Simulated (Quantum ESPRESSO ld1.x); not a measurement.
Results of a calculation; reference values are marked as such.
Species: the samarium ion Sm3+. Configuration: [Xe] 4f3 6s2 (not the ground configuration). Level of theory: Dirac Kohn-Sham, PBE, spin-unpolarised, spherical densities, point nucleus; open shells fill j = l - 1/2 first (ld1.x of Quantum ESPRESSO 7.5).

Normalised radial functions P(r) = r R(r) (large component), r in bohr:

| r | 4d3/2 | 4d5/2 | 5p3/2 |
|---|---|---|---|
| 0.003556 | 0.0003 | 0.0002 | 0.0069 |
| 0.005566 | 0.0011 | 0.0007 | 0.0154 |
| 0.008642 | 0.0033 | 0.0025 | 0.0330 |
| 0.01353 | 0.0106 | 0.0087 | 0.0675 |
| 0.02117 | 0.0323 | 0.0282 | 0.1259 |
| 0.03287 | 0.0910 | 0.0826 | 0.1995 |
| 0.05145 | 0.2327 | 0.2180 | 0.2392 |
| 0.07989 | 0.4877 | 0.4680 | 0.1353 |
| 0.125 | 0.7606 | 0.7475 | -0.1613 |
| 0.1941 | 0.6447 | 0.6576 | -0.3428 |
| 0.3039 | -0.2383 | -0.1984 | 0.0467 |
| 0.4756 | -1.2493 | -1.2222 | 0.5156 |
| 0.7385 | -1.2016 | -1.2115 | -0.0145 |
| 1.156 | -0.4614 | -0.4791 | -0.8798 |
| 1.795 | -0.0660 | -0.0711 | -0.7721 |
| 2.809 | -0.0022 | -0.0025 | -0.2187 |
| 4.362 | 0.0000 | 0.0000 | -0.0174 |
| 6.827 | 0.0000 | 0.0000 | -0.0002 |

4d3/2: eigenvalue -186.43 eV, 1 radial node at r = 0.277 bohr, <r> = 0.653 bohr, 90 % of the charge inside 0.977 bohr. 4d5/2: eigenvalue -181.46 eV, 1 radial node at r = 0.281 bohr, <r> = 0.662 bohr, 90 % of the charge inside 0.991 bohr. 5p3/2: eigenvalue -60.486 eV, 3 radial nodes at r = 0.100, 0.294, 0.734 bohr, <r> = 1.51 bohr, 90 % of the charge inside 2.17 bohr.
